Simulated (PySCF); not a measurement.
## Potential energy of KGe⁻ along the bond

Set-up: PySCF, no relativity, basis sets K aug-pcseg-1, Ge aug-pcseg-1. Energies in eV from K + Ge⁻ in their ground configurations at the same level. State: triplet, unpaired electrons π ↑↑.

Curves on a restricted Hartree–Fock reference rise too fast on stretching and do not dissociate correctly.

| R (Å) | ROHF-SCS-MP2 |
| --- | --- |
| 2.841 | -0.2446 |
| 2.973 | -0.3897 |
| 3.105 | -0.4687 |
| 3.204 | -0.4964 |
| 3.303 | -0.5040 |
| 3.402 | -0.4962 |
| 3.534 | -0.4680 |
| 3.699 | -0.4132 |
| 3.897 | -0.3312 |
| 4.162 | -0.2111 |

Q: Put a parabola through the three lowest points of the ROHF-SCS-MP2 curve and estimate Re, k and ωe (reduced mass 25.51 u; 1 eV/Å² = 0.16022 mdyn/Å; ωe = 1302.8·√(k/μ) cm⁻¹).

A: Through R = 3.204, 3.303, 3.402 Å the second-order coefficient is 0.786 eV/Å², so Re ≈ 3.302 Å, k ≈ 0.252 mdyn/Å and ωe ≈ 129 cm⁻¹. A polynomial fit of higher order to the unrounded ROHF-SCS-MP2 energies gives Re = 3.298 Å, k = 0.254 mdyn/Å, ωe = 130 cm⁻¹; anharmonicity and rounding make the difference.

The higher-order fit for each curve: ROHF-SCS-MP2: Re = 3.298 Å, ωe = 130 cm⁻¹, De = 0.50 eV.

Correlated steps freeze 14 core orbitals. Correlated levels converge slowly with the basis: in double zeta they bind strong bonds too weakly, by up to about 1 eV, and carry superposition errors of some tenths. Spin–orbit coupling is left out. For an ion De counts to the pair picked by the measured ionisation energies or electron affinities, which need not be the lowest pair at this level. The state is the lowest determinant that a PBE0 search found; another state may lie lower at other levels.
